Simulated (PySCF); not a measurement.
From one molecule to another.

First species: C5H14BNSi.
SMILES: `[SiH3]NB1CCCCC1`

Second species: SiHMe2(vinyl), C4H10Si.
Geometry (PBE0-D3(BJ)/def2-SVP, Å), atoms numbered from 1 in this order:
```xyz
15
C4H10Si angstrom
Si     0.1680    0.2781    0.3434
H      0.1589    0.2395    1.8428
C      1.9435    0.2601   -0.2800
H      2.4723   -0.6442    0.0575
H      2.4991    1.1385    0.0846
H      1.9700    0.2777   -1.3814
C     -0.7016    1.8352   -0.2569
H     -0.1645    2.7399    0.0689
H     -1.7298    1.8882    0.1324
H     -0.7544    1.8516   -1.3573
C     -0.7468   -1.2452   -0.2547
C     -1.2769   -2.1676    0.5572
H     -0.8587   -1.3964   -1.3382
H     -1.2063   -2.0817    1.6480
H     -1.8056   -3.0498    0.1778
```

Levels: B3LYP/def2-SVPD for HOMO energy, LUMO energy, HOMO–LUMO gap and static isotropic polarisability; TDDFT B3LYP/def2-SVPD for lowest singlet excitation; TDA B3LYP/def2-SVPD for lowest triplet excitation (Tamm–Dancoff); ΔSCF B3LYP/def2-SVPD for vertical ionisation energy. Geometries: PBE0-D3(BJ)/def2-SVP. Each structure is a single optimised conformer of the isolated species, non-relativistic unless stated; the electronic structure was computed with PySCF and density fitting.

```tsv
property	column X	column Y
HOMO energy	-7.47 eV	-7.40 eV
LUMO energy	-0.49 eV	-0.11 eV
HOMO–LUMO gap	6.98 eV	7.29 eV
lowest singlet excitation	6.48 eV	6.30 eV
lowest triplet excitation (Tamm–Dancoff)	4.29 eV	5.98 eV
static isotropic polarisability	78.5 au	107.6 au
vertical ionisation energy	9.60 eV	9.35 eV
```

(1) Which column belongs to which species?

(2) How does each property change from the first species to the second?

## Answers

(1) Column X is the second species and column Y the first. The first has 22 atoms and 70 electrons, the second 15 and 48.

(2) HOMO energy -0.07 eV; LUMO energy -0.38 eV; HOMO–LUMO gap -0.31 eV; lowest singlet excitation +0.18 eV; lowest triplet excitation (Tamm–Dancoff) -1.69 eV; static isotropic polarisability -29.1 au; vertical ionisation energy +0.25 eV.

On the first: The vertical singlet–triplet gap S1 − T1 is 0.32 eV (TDDFT singlet less Tamm–Dancoff triplet; S1: HOMO→LUMO, weight 0.56, beside HOMO→LUMO+1, weight 0.40; T1: HOMO→LUMO+1, weight 0.54, beside HOMO→LUMO, weight 0.36). S1 lies 0.99 eV below the HOMO–LUMO gap; its leading configuration is HOMO→LUMO, weight 0.56, beside HOMO→LUMO+1, weight 0.40.

On the second: In wavenumbers S1 is 52300 cm⁻¹ (1 eV = 8065.54 cm⁻¹). The ΔSCF ionisation energy exceeds −ε(HOMO) by 2.13 eV with B3LYP.
